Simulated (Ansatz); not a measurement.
Pulling on the Si1–I3 bond in FISi (SMILES F[Si]I) (multiplicity 1 held, fragments rigid). Energies count from the point at 2.513 Å.
Geometry at that point (charge 0, multiplicity 1):
```xyz
3

Si     0.7254     1.0195     1.1889
F      1.1609     2.1637     0.1435
I     -0.3888    -0.6367    -0.3384
```

R- and RO- levels are restricted; in cc, def2 and unpolarised 6-31G sets they are followed outwards from rest. U- levels take the lowest unrestricted solution at each point, which mixes spins at long bonds. Levels need not reach the same state.

Correlated levels freeze the cores. Filled d and f shells under p-block atoms count as core.

Run with Ansatz (a first-principles code). Values without a source in brackets are computed. In def2 rows elements past Kr take small-core potentials, without spin–orbit coupling.

One of these levels gives 117.53 kcal/mol for the energy at R = 8.043 Å. Which?
A. U-MP2/def2-SVP
B. R-MP2/def2-SVP
C. R-SCS-MP2/def2-SVP
D. R-HF/def2-SVP

D, R-HF/def2-SVP. The others give 89.18 (R-MP2/def2-SVP), 72.10 (U-MP2/def2-SVP), 82.26 (R-SCS-MP2/def2-SVP)

Doubts at one or more of the structures used: a restricted determinant that unrestricted orbitals would lower (R-HF/def2-SVP, R-MP2/def2-SVP, R-SCS-MP2/def2-SVP); a spin-contaminated determinant (U-MP2/def2-SVP).
